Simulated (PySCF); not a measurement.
Structure with atom numbers: `[NH2:1][C:2](=[S:3])[c:4]1[cH:5][cH:6][n:7][cH:8][cH:9]1`. Hydrogens are named by the atom that carries them. Ha(N1) is cis to the C=O or C=S heteroatom; Hb(N1) is trans to the C=O or C=S heteroatom.

Geometry: PBE0-D3(BJ)/def2-TZVP; GIAO shifts from PySCF, gas phase, non-relativistic, averaged over equivalent atoms.

At KT3/pcSseg-2 (415 basis functions, 3 min wall time (6.1 min CPU) on 2 threads of an Intel Xeon, shared host):
| atoms | δ (ppm) |
| --- | --- |
| N7 | 344.0 |
| N1 | 139.3 |
| C2 | 195.0 |
| C6/C8 | 149.0 |
| C4 | 142.1 |
| C5/C9 | 117.4 |
| S3 | 361.1 |
| H(C6)/H(C8) | 8.75 |
| H(C5)/H(C9) | 7.53 |
| Ha(N1) | 6.98 |
| Hb(N1) | 6.88 |

Chemical shifts δ = σref − σ; ¹⁵N (261.05 ppm) vs NH3; TMS for ¹³C (183.24 ppm), ¹H (31.63 ppm); CS2 for ³³S (535.12 ppm), all at this level.

What do these become at B97-2/pcSseg-2?

## Answers


| atoms | δ at B97-2/pcSseg-2 | change |
| --- | --- | --- |
| N7 | 365.1 | +21.1 |
| N1 | 140.7 | +1.4 |
| C2 | 211.1 | +16.1 |
| C6/C8 | 158.6 | +9.6 |
| C4 | 152.4 | +10.3 |
| C5/C9 | 125.9 | +8.5 |
| S3 | 384.9 | +23.8 |
| H(C6)/H(C8) | 8.99 | +0.24 |
| H(C5)/H(C9) | 7.78 | +0.25 |
| Ha(N1) | 7.05 | +0.07 |
| Hb(N1) | 6.73 | -0.15 |

Referencing at the same level of theory: ¹⁵N (σ = 261.75 ppm) against NH3; TMS for ¹³C (σ = 185.38 ppm), ¹H (σ = 31.64 ppm); ³³S (σ = 517.10 ppm) against CS2.

The largest change is at S3 (thione sulfur). Cost: 415 basis functions, 2.6 min wall time (5.3 min CPU) on 2 threads of an Intel Xeon, shared host. The order of the carbon signals is the same at both levels.

The carbons averaged at δ 117.4 differ by 11 ppm in this conformer. Experimental scales use liquid or dissolved standards, which lie at an offset from isolated NH3 (liquid NH3: subtract about 20 ppm). Unscaled 15N shifts of sp2 nitrogen come out 20 to 40 ppm too high even then.
